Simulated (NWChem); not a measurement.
ethylene carbonate (C3H4O3); SMILES C1COC(=O)O1

```xyz
10

O      0.0000     0.0000    -2.0458
C      0.0000     0.0000    -0.8510
O      0.0869    -1.1150    -0.0711
C     -0.1249    -0.7573     1.3003
C      0.1249     0.7573     1.3003
O     -0.0869     1.1150    -0.0711
H      0.5743    -1.3191     1.9228
H     -1.1526    -1.0148     1.5800
H     -0.5743     1.3191     1.9228
H      1.1526     1.0148     1.5800
```
Atoms are numbered in this order, from 1.

All runs: NWChem. Medium grid unless said otherwise, to which SCAN and Minnesota functionals are sensitive. Coordinates come from a B3LYP/6-31G* (spherical d) optimisation. B3LYP is NWChem's, with the RPA form of VWN correlation. Total energies of different functionals are on different scales.

| level | energy (Ha) | highest occupied level (eV) | orbital gap (eV) | dipole (D) | relative time |
|---|---|---|---|---|---|
| B3LYP/def2-SVP | -342.1447 | -8.13 | 8.90 | 5.32 | 2 |
| PBE/def2-SVP | -341.7739 | -6.68 | 6.60 | 5.08 | 2 |
| LC-BLYP (range parameter 0.33 per bohr)/def2-SVP | -341.4388 | -10.68 | 13.75 | 5.34 | 5 |
| LDA (Slater exchange, VWN5)/def2-SVP | -339.5030 | -6.87 | 6.53 | 5.22 | 1 |
| B97-D/def2-SVP | -341.9326 | -6.73 | 6.71 | 5.17 | 2 |
| SCAN/def2-SVP | -342.0259 | -7.14 | 7.33 | 5.40 | 2 |
| BLYP/def2-SVP | -342.0616 | -6.50 | 6.56 | 5.04 | 2 |
| PBE0/def2-SVP | -341.7777 | -8.50 | 9.53 | 5.40 | 1 |
| MPW1K/def2-SVP | -342.0286 | -9.84 | 11.65 | 5.64 | 1 |
| Hartree-Fock/def2-SVP | -340.2653 | -12.80 | 17.04 | 6.11 | 1 |
| M05-2X/def2-SVP | -342.0869 | -10.24 | 12.50 | 5.64 | 1 |

The last column is a rough cost ratio, cheapest run = 1.
